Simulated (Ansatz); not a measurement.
```xyz
20

C    -0.001    0.251    2.846
O    -0.161    0.415    1.441
C    -0.859   -0.545    0.827
O    -1.346   -1.485    1.390
C    -0.993   -0.254   -0.653
C    -2.021    0.841   -0.899
C     0.350    0.098   -1.258
O     0.587    1.081   -1.901
O     1.246   -0.858   -0.996
C     2.555   -0.624   -1.505
H    -0.972    0.236    3.343
H     0.585    1.104    3.180
H     0.521   -0.681    3.064
H    -1.319   -1.194   -1.105
H    -1.702    1.777   -0.442
H    -2.987    0.551   -0.482
H    -2.136    1.012   -1.969
H     3.151   -1.481   -1.198
H     2.535   -0.544   -2.593
H     2.967    0.297   -1.091
```

The species carries charge 0 and has multiplicity 1.

Question: List the PBE0/def2-TZVPP orbital energies in eV (Ansatz). (An estimate is asked.)

Answer: The calculation gave: Occupied: -524.18, -524.16, -522.46, -522.42, -281.82, -281.81, -279.71, -279.71, -279.14, -278.24, -31.44, -31.23, -28.83, -28.80, -23.12, -20.75, -20.55, -18.49, -16.59, -15.97, -15.23, -14.51, -14.05, -13.66, -13.54, -13.25, -12.40, -12.30, -11.74, -11.23, -10.95, -10.75, -10.42, -10.31, -10.24, -9.03, -8.90, -8.54, -7.86. Lowest empty: -0.04, 0.35, 1.17, 1.79, 1.91, 2.26, 2.58, 2.80.
